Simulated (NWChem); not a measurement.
Molecule: HfOF2; SMILES [Hf]([F])([F])=[O]

```xyz
4

Hf    -0.0030    -0.1030     0.0000
O      1.6010     0.6125     0.0000
F     -0.9117     0.3736    -1.6341
F     -0.9117     0.3736     1.6341
```
Atoms are numbered in this order, from 1.

Level: PBE0/def2-SVP with def2 effective core potentials on Hf (NWChem), optimised geometry, unscaled harmonic frequencies. def2 effective core potentials on Hf; no spin-orbit coupling.

| frequency (cm⁻¹) | IR intensity (km/mol) |
|---|---|
| 114 | 51.0 |
| 183 | 15.6 |
| 236 | 15.1 |
| 649 | 73.1 |
| 650 | 142.7 |
| 947 | 141.3 |

* **zero-point energy**: 4.0 kcal/mol
* **thermal correction to the enthalpy at 298.15 K (with zero-point energy)**: 7.7 kcal/mol
* **heat capacity Cv**: 13.8 cal/(mol K)
* **entropy at 298.15 K and 1 atm (symmetry number 1)**: 76.3 cal/(mol K)

Rigid rotor and harmonic oscillator.
